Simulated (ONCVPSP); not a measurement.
**Plane-wave convergence, ONCV potential for nitrogen (N)**

| Property | Result |
| --- | --- |
| Element | N (Z = 7) |
| Generator | ONCVPSP 4.0.1 |
| Type | optimised norm-conserving Vanderbilt (ONCV) |
| Functional | PBE |
| Relativity | scalar-relativistic |
| Frozen core | [He] |
| Valence charge | 5 |
| Reference configuration | 2s2 2p3 |
| Partial waves | 2s: rc 0.90 bohr, ncon 4, nbas 7, qcut 8.4 1/bohr, 1 projector; 2p: rc 2.20 bohr, ncon 4, nbas 7, qcut 5.8 1/bohr, 2 projectors, debl 2.4 Ha; d scattering state at 0.06 Ha: rc 2.30 bohr, ncon 5, nbas 8, qcut 4.8 1/bohr, 2 projectors, debl 0.9 Ha |
| Local potential | polynomial inside 0.60 bohr (lpopt 5, dvloc0 0 Ha) |
| Core correction | none |

**Question.** For each optimised wave give the share of its norm inside rc, the residual kinetic energy above qcut (Ha) and the cutoffs (Ha) for errors of 10, 1, 0.1 and 0.01 mHa per electron.

**Answer.**

```json
{"wave": "2s", "norm inside rc": "0.251", "residual KE": "2.6e-04", "10 mHa": "20.5", "1 mHa": "30.2", "0.1 mHa": "52.6", "0.01 mHa": "125.0"}
{"wave": "2p", "norm inside rc": "0.833", "residual KE": "1.3e-05", "10 mHa": "10.2", "1 mHa": "12.8", "0.1 mHa": "15.0", "0.01 mHa": "17.8"}
{"wave": "p projector 2", "norm inside rc": "0.329", "residual KE": "6.9e-04", "10 mHa": "13.4", "1 mHa": "16.6", "0.1 mHa": "35.2", "0.01 mHa": "43.3"}
{"wave": "d projector 1", "norm inside rc": "0.001", "residual KE": "4.1e-08", "10 mHa": "0.1", "1 mHa": "0.3", "0.1 mHa": "1.0", "0.01 mHa": "3.6"}
{"wave": "d projector 2", "norm inside rc": "0.257", "residual KE": "1.4e-04", "10 mHa": "4.9", "1 mHa": "8.6", "0.1 mHa": "11.9", "0.01 mHa": "22.5"}
```

The occupied waves need 30 Ha and 53 Ha for 1 and 0.1 mHa. Rows with under 1 % of the norm inside rc give no meaningful cutoff. Note: no bound ghost flagged; GHOST(+) flagged for d at 44.5 eV. 1 of 4 tests not solved or not reliable.
